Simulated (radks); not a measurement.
Initial-state core-level shifts of neutral rhenium when its valence configuration changes from [Xe] 4f14 5d5 6s2. All-electron calculation, scalar-relativistic Kohn-Sham, PBEsol, spin-polarised, spherical densities, finite nucleus; open shells are filled with parallel spins first (spin-orbit coupling, left out, can overturn this in heavy ions); Fermi nuclear charge, rms radius 5.3698 fm. Program: a radial shooting solver on a logarithmic mesh with Libxc functionals. Shifts are changes of the shell-averaged eigenvalues in eV (positive: less bound); the change of the density at the nucleus, which sets a Mossbauer isomer shift, is in e/bohr^3, on a base of 1.647e+06.

valence,2s,3s,3d,4d,density at nucleus
4f13.5 5d5 6s2 6p0.5,-7.621,-8.360,-8.282,-7.299,+66.8
4f14 5d6 6s1,+2.181,+2.161,+2.169,+2.173,-88.3
4f14 5d4 6s2 6p1,-4.431,-4.392,-4.404,-4.389,+37.2
4f13 5d6 6s2,-11.214,-12.751,-12.584,-10.530,+101.4
4f14 5d5 6s1 6p1,-1.364,-1.369,-1.368,-1.372,-69.6
4f12 5d5 6s2 6p2,-32.268,-35.386,-35.069,-30.508,+285.4
4f14 5d6 6p1,+0.609,+0.578,+0.589,+0.587,-177.1
4f14 5d4.5 6s1.5 6p1,-2.883,-2.868,-2.873,-2.868,-19.3
4f14 5d3 6s2 6p2,-9.018,-8.918,-8.946,-8.901,+77.2
